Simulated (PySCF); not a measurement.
Species: C₅H₁₁NOSi.
SMILES with atom numbers: `[CH3:1][CH2:2][NH:3][Si@@H:4]1[CH:5]=[CH:6][CH2:7][O:8]1`

Geometry (GFN2-xTB, Å), atoms numbered from 1 in this order:
```
atom  x, y, z in Å
C1     2.6893    0.6904   -0.3681
C2     2.2456   -0.7240    0.0016
N3     0.9605   -0.7651    0.6483
Si4   -0.5106   -0.7341   -0.2233
C5    -1.3648    0.8476   -0.8006
C6    -2.5354    0.9011   -0.1806
C7    -2.8192   -0.2341    0.7540
O8    -1.7041   -1.0696    0.8500
H9     2.7672    1.3084    0.5237
H10    3.6576    0.6689   -0.8614
H11    1.9604    1.1387   -1.0380
H12    2.1731   -1.3293   -0.9031
H13    2.9916   -1.1814    0.6604
H14    0.9791   -0.3465    1.5668
H15   -0.4178   -1.7438   -1.2777
H16   -1.0468    1.6025   -1.4998
H17   -3.2889    1.6676   -0.2846
H18   -3.0739    0.1328    1.7565
H19   -3.6724   -0.8208    0.3863
```

Definitions: NICS(0) = −σiso at the ring centroid; NICS(1) = −σiso and NICS(1)zz = −σzz at ±1 Å along the ring normal z. Level: GIAO PBE0/pcSseg-1 (PySCF, non-relativistic, gas phase) on the GFN2-xTB geometry, one conformer.

Ring bond lengths (Å), with Mayer bond orders in brackets: Si4–C5 1.888 (0.84), C5–C6 1.326 (1.89), C6–C7 1.498 (1.04), C7–O8 1.397 (0.92), O8–Si4 1.640 (0.99).

Q: What do the NICS probes read (ppm)?

A: 
| ring | type | NICS(0) | NICS(1), two faces | NICS(1)zz, two faces | rms pucker (Å) | centre to ring atoms, mean (Å) |
| --- | --- | --- | --- | --- | --- | --- |
| Si4–C5–C6–C7–O8 | 5-membered ring with O and Si; formal bonds 1 double, 4 single | -4.1 | -3.6 / -3.2 | -4.9 / -5.9 | 0.04 | 1.31 |

Q: What can be read from them?

A: 
- Si4–C5–C6–C7–O8: mean NICS(1)zz -5.4 ppm, shielded. Si4, C7 have four or more neighbours, so the value isn't read as a sign of a π ring current.

Q: List the ring angles and the Hirshfeld charges of the ring atoms.

A: 
- Si4–C5–C6–C7–O8: Si4 92.4° (+0.421 e), C5 106.9° (-0.166 e), C6 115.4° (-0.042 e), C7 110.2° (+0.002 e), O8 114.4° (-0.235 e); sum 539.3° against 540° for a flat convex ring.

Q: What are the shieldings of the ring atoms and their hydrogens in the same run (means over atoms taken as equivalent)?

A: 
```tsv
atoms	environment	σ isotropic (ppm)
Si4	oxygen-bound silicon	352.4
C5	alkene CH carbon	51.8
C6	alkene CH carbon	27.3
C7	sp3 carbon bound to oxygen	112.0
O8	silyl ether oxygen	296.0
H15	Si–H hydrogen	26.34
H16	vinylic hydrogen	25.50
H17	vinylic hydrogen	24.49
H18	methylene hydrogen	26.98
H19	methylene hydrogen	27.00
```
